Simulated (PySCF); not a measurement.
```xyz
3
charge 0 multiplicity 6, angstrom
Mn    0.0000    0.0000    0.0000
I     2.5207    0.0000    0.0000
I    -2.5207    0.0000    0.0000
```

All numbers come from PySCF, UPBE, basis Mn def2-SVP, I def2-SVP with ECP28 (scalar-relativistic core potentials, no spin–orbit coupling, density fitting).

This geometry of MnI₂ is a stationary point at this level.

Q: What is the point group?

A: D∞h.

Q: Is it a minimum?

A: Yes: all harmonic wavenumbers are real, though the softest, 50 cm⁻¹, leaves little margin.

Q: Which band is strongest in the infrared?

A: 334 cm⁻¹ (σu+), 100 km/mol.

Q: Give the ideal-gas entropy at 298.15 K and 1 bar by parts.

A: translation 180.3, rotation 84.8, vibration 56.9, spin 14.9; total 337.0 J/(mol K).

Other isomers or separated fragments may lie lower. With open d or f shells other occupations or spin states may lie lower. No spin–orbit coupling is included, which matters more the heavier the element.
